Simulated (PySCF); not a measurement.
## How methods differ on the electron affinity of Bi

Bi⁻ [Xe] 4f14 5d10 6s2 6p4 [6p1/2^2 6p3/2^2, M_J = 2] → Bi [Xe] 4f14 5d10 6s2 6p3 [6p1/2^2 6p3/2^1, M_J = 3/2], as a difference of total energies. All numbers are calculated (PySCF 2.14, the two-component X2C-1e Hamiltonian, in x2c-SVPall-2c with one added diffuse shell each of s, p type (8s12p7d2f, 93 functions)). Correlated levels: [Kr] 4d10 4f14 frozen; the 22 highest virtual spinors dropped. "Screened" scales the spin-orbit matrix elements by Boettger's factors to mimic the two-electron term; Breit and QED terms are absent.

```tsv
method	electron affinity (eV)	error (eV)
GHF (spin-free)	-0.276	-1.218
GMP2 (spin-free)	0.253	-0.689
GHF (screened spin-orbit)	0.066	-0.876
GMP2 (screened spin-orbit)	0.528	-0.414
```

Reference: 0.942 eV (measured; photodetachment measurements, as compiled on the Wikipedia data page of electron affinities).

The spin-free rows relax to the high-spin LS determinant and lack the spin-orbit shift.

Errors of the correlated levels include the incompleteness of this basis and the frozen core.

The labels give the starting determinants; with spin-orbit coupling the two ends relaxed to ⟨J²⟩ = 6.02, ⟨L²⟩ = 2.90, ⟨S²⟩ = 1.97 and ⟨J²⟩ = 3.78, ⟨L²⟩ = 0.82, ⟨S²⟩ = 3.21.

A negative affinity means that the anion lies above the atom at that level of theory.
